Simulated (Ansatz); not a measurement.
Job for Ansatz (a program for electronic structure): R-CCSD(T)/def2-SVP on Cl2 (SMILES ClCl).

Ansatz 0.2 input:
```yaml
crystal:
  periodic: [false, false, false]
  atoms:
    - {symbol: Cl, position_ang: [0.00000000, 0.00000000, 1.00675153]}
    - {symbol: Cl, position_ang: [-0.00000000, -0.00000000, -1.00675153]}
basis:
  gaussian:
    orbitals: def2-SVP
magnetization: {spin_polarized: false}
correlation: {method: ccsd_t, electrons: outside_noble_gas}
scf: {lower_state_search: off}
```

It printed:

```
WARN ansatz: RAYON_NUM_THREADS=4 ignored (pool sized by the plan → 4); use --threads N
Functional definition: HF
these checks for a lower state are left out or cut short: stability, starts, cluster_reference, orbital_swaps, neighbouring_geometries, increment
integrals: 0.01 GiB planned
321 factors; integrals over basis functions are off by at most 1.3e-3 eV
mean field: 0.06 GiB planned
mean field evaluation 1: about -24997.3947 eV, gradient 1.2e1 eV
mean field evaluation 2: about -24997.5784 eV, gradient 1.2e1 eV
mean field evaluation 4: about -24997.9784 eV, gradient 6.6e-1 eV
mean field evaluation 8: about -24997.9861 eV, gradient 6.3e-3 eV
mean field -24997.98614319 eV, -918.6590465188 hartree, gradient 5.2e-6 eV, S^2 0.000000; 0 other end points of the search recorded, 0 dependent functions left out
10 core orbitals not correlated
reference -24997.98614319 eV, -918.6590465188 hartree; 7, 7 occupied and 19, 19 virtual orbitals, 321 factors
second order -7.26932312 eV of doubles, -0.00000000 eV of singles
coupled cluster: 0.05 GiB planned
cycle   1  -7.80274910 eV  change   -5.3e-1 eV  update   5.0e-2
cycle   2  -7.98743038 eV  change   -1.8e-1 eV  update   1.6e-2
cycle   3  -8.00251723 eV  change   -1.5e-2 eV  update   4.3e-3
cycle   4  -8.00296368 eV  change   -4.5e-4 eV  update   1.4e-3
cycle   5  -8.00274311 eV  change    2.2e-4 eV  update   4.5e-4
cycle   6  -8.00268666 eV  change    5.6e-5 eV  update   1.5e-4
cycle   7  -8.00272900 eV  change   -4.2e-5 eV  update   4.0e-5
cycle   8  -8.00273289 eV  change   -3.9e-6 eV  update   8.1e-6
perturbative correction -0.16661981 eV, -0.0061231651 hartree
Total energy: -25006.15549589 eV, -918.9592646931 hartree
Checks for a lower state left out: stability, starts, cluster_reference, orbital_swaps, neighbouring_geometries, increment
```

Self-consistency was reached.

Cost: very roughly 0.9 core-seconds.
